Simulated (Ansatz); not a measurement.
`BCCCl` and `BCCCCl` differ in one atom or group.

Ansatz, PBE0-D4/def2-TZVP geometries, multiplicity 1. Each molecule was computed in one conformer, which needn't be the lowest.

```
                             property  `BCCCl`
   HOMO energy (PBE0/def2-TZVPP) / eV    -8.34
LUMO energy (ωB97M-V/def2-TZVPP) / eV     0.48
  LUMO energy (B3LYP/def2-TZVPP) / eV    -1.70
   LUMO energy (PBE0/def2-TZVPP) / eV    -1.47
  HOMO energy (B3LYP/def2-TZVPP) / eV    -8.09
  HOMO–LUMO gap (PBE/def2-TZVPP) / eV     4.42
```

Problem. Give the same properties after the change, and the shifts. (Estimate.)

Solution. The calculation gave: 
| property | `BCCCCl` | shift |
| --- | --- | --- |
| HOMO energy (PBE0/def2-TZVPP) / eV | -8.35 | -0.01 |
| LUMO energy (ωB97M-V/def2-TZVPP) / eV | 0.57 | 0.09 |
| LUMO energy (B3LYP/def2-TZVPP) / eV | -1.56 | 0.14 |
| LUMO energy (PBE0/def2-TZVPP) / eV | -1.32 | 0.15 |
| HOMO energy (B3LYP/def2-TZVPP) / eV | -8.09 | 0.00 |
| HOMO–LUMO gap (PBE/def2-TZVPP) / eV | 4.61 | 0.19 |

B3LYP here is the variant with VWN-RPA as its local correlation; programs differ in this.
